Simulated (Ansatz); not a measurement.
Born–Oppenheimer molecular dynamics of CH₅AlOS (9 atoms, charge 0, multiplicity 1). It starts at the highest image of a converged band. Of that band: A vibrational analysis at the climbing image gives 2 clearly imaginary modes (296i, 66i cm⁻¹): a point of higher order, so a lower path passes nearby.

Method: RKS PBE-D4/def2-SVP in Ansatz.

```yaml
ensemble: NVE (velocity Verlet)
time_step: 0.5 fs
steps_asked: 200
starting_velocities_drawn_for: 100 K
seed: 10841
```

First frame:

```xyz
9
Properties=species:S:1:pos:R:3
Al -0.553 0.218 -0.502
O -0.558 -1.561 0.354
S -2.285 -0.117 -1.578
H -1.402 -1.849 -0.109
C 1.006 1.221 0.129
H -0.169 -2.226 0.955
H 0.685 2.141 0.659
H 1.634 1.540 -0.728
H 1.642 0.632 0.820
```

How far do the bonds stretch over the last three quarters of this one trajectory? (Pairs bonded in most of those frames.)


```tsv
bond	mean (Å)	spread (Å)	shortest	longest
Al1–O2	1.990	0.041	1.94	2.07
Al1–S3	2.062	0.026	2.02	2.10
Al1–C5	1.960	0.029	1.91	2.00
O2–H4	1.004	0.005	1.00	1.02
O2–H6	0.979	0.004	0.97	0.99
C5–H7	1.110	0.017	1.08	1.14
C5–H8	1.110	0.003	1.10	1.12
C5–H9	1.111	0.014	1.09	1.13
```

Mean temperature of the second half: 91 K. The conserved energy stayed within 0.043 meV per atom of its start (net change 0.037 meV per atom), so the integration is sound. A run of 0.1 ps of so small a system gives no equilibrium averages. The orbitals stay closed-shell, which can raise the energy where a bond breaks towards radicals; this wasn't checked here.

The run took 2.9 min on 2 threads of Intel(R) Xeon(R) Platinum 8488C (Sapphire Rapids), with other jobs on the host, peak memory 0.14 GiB.
